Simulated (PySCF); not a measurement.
# Computed properties of C₄H₁₀Si₂, SMILES C1C[SiH2][Si@@H](C)C=1

C4H10Si2, SMILES C[Si@H]1C=CC[SiH2]1. Geometry optimised at PBE0-D3(BJ)/def2-SVP. The structure was generated by enumeration; whether it is a known compound was not checked. Other conformers were not sampled. All values are computed for the isolated molecule unless a solvent is named; none is compared with measurement here.

**Structure.** All 42 harmonic modes at PBE0-D3(BJ)/def2-SVP (PySCF) are real, so it is a minimum. With heavy atoms numbered as in [CH3:1][Si@H:2]1[CH:3]=[CH:4][CH2:5][SiH2:6]1, the shortest bond between them is C3–C4 at 1.346 Å and the longest Si2–Si6 at 2.340 Å.

**Vibrations.** The strongest infrared lines (harmonic, unscaled, degenerate partners summed) lie at 2222 cm⁻¹ (126 km/mol, H 96 %), 2198 cm⁻¹ (113 km/mol, H 97 %), 894 cm⁻¹ (111 km/mol, H 80 %, C 13 %). The softest mode is at 28 cm⁻¹ and the zero-point energy is 77.4 kcal/mol.

**Electronic structure.** CAM-B3LYP/def2-TZVP (PySCF) places the frontier levels at -8.63 and 0.83 eV, a gap of 9.46 eV, and gives a dipole moment of 0.78 D and a mean polarisability of 99.2 bohr³. PBE/def2-TZVP (PySCF) at the same geometry gives -6.26 and -1.27 eV, so its gap is 4.47 eV narrower. An orbital gap is neither the optical nor the fundamental gap.

**Excitations.** TDA-M06-2X/def2-SVPD (PySCF) has S1 at 5.90 eV (210 nm, f = 0.004, weak); the most intense of the 6 singlets computed lies at 6.77 eV (f = 0.09). T1 (TDA) is at 4.52 eV, 1.38 eV under S1. TDA-PBE/def2-SVPD (PySCF) puts S1 at 5.09 eV. No vertical singlet excitation falls in the visible range (under 3.1 eV).

**NMR.** GIAO shifts at KT2/pcSseg-1 (PySCF) (non-relativistic, atoms alike by connectivity averaged): ¹³C from -1.6 to 152.1 ppm against TMS; ¹H from 0.7 to 7.2 ppm against TMS; ²⁹Si from -73.5 to -35.8 ppm against TMS.

**Solvation.** SMD-B3LYP/def2-SVP (PySCF) gives 2.9 kcal/mol in water, -1.3 kcal/mol in cyclohexanone, -1.8 kcal/mol in tetrahydrofuran (1 M in both phases, gas-phase geometry).
